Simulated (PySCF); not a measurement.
## Ionisation energy along the 11-electron series

Calculated with PySCF 2.14 and a two-component X2C-1e Hamiltonian (Gaussian nucleus, no Breit or QED terms), each ion in its own even-tempered basis scaled to its charge; GMP2 freezes 1s2 and drops the highest virtual spinors. Values in eV. NIST values: (m) measured, (s) semi-empirical, (t) theoretical.

| ion | configuration | GHF (spin-free) | GMP2 (spin-free) | GHF (screened spin-orbit) | GMP2 (screened spin-orbit) | NIST |
| --- | --- | --- | --- | --- | --- | --- |
| Pr⁴⁸⁺ | [Ne] 3s1 | 4132.3 | 4133.1 | 4132.1 | 4132.9 | 4130 ± 4 (t) |
| Nd⁴⁹⁺ | [Ne] 3s1 | 4303.7 | 4304.4 | 4303.5 | 4304.2 | 4302 ± 4 (t) |
| Pm⁵⁰⁺ | [Ne] 3s1 | 4478.7 | 4479.5 | 4478.5 | 4479.2 | 4476 ± 4 (t) |

Between Z = 59 and Z = 61 the GMP2 (screened spin-orbit) value grows as Z to the power 2.41.
